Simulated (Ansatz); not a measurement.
Molecule: sum formula GeH2Br2 (charge 0, singlet). SMILES: [Br][GeH2][Br]
Coordinates optimised at B3LYP-D3(BJ)/def2-TZVP (Ansatz, a program for electronic structure):
```
Ge
H 1 1.5303
H 1 1.5303 2 115.15
Br 1 2.3163 2 108.09 3 -120.94
Br 1 2.3163 2 108.09 3 120.94
```

Parts of the frozen-core correlation energy in 6-31G* (Ansatz, hartree). Frozen orbitals: 42; correlated occupied orbitals by spin: 10 and 10; virtual: 57 and 57. Spin-orbit coupling is left out. Non-relativistic.

```json
[
 {"term": "reference (HF)", "value": "-7220.53902"},
 {"term": "MP2 opposite-spin", "value": "-0.22920"},
 {"term": "MP2 same-spin", "value": "-0.07832"},
 {"term": "CCSD correlation", "value": "-0.34129"},
 {"term": "(T)", "value": "-0.00857"},
 {"term": "T1 diagnostic", "value": "0.010"},
 {"term": "largest doubles amplitude", "value": "0.034"}
]
```
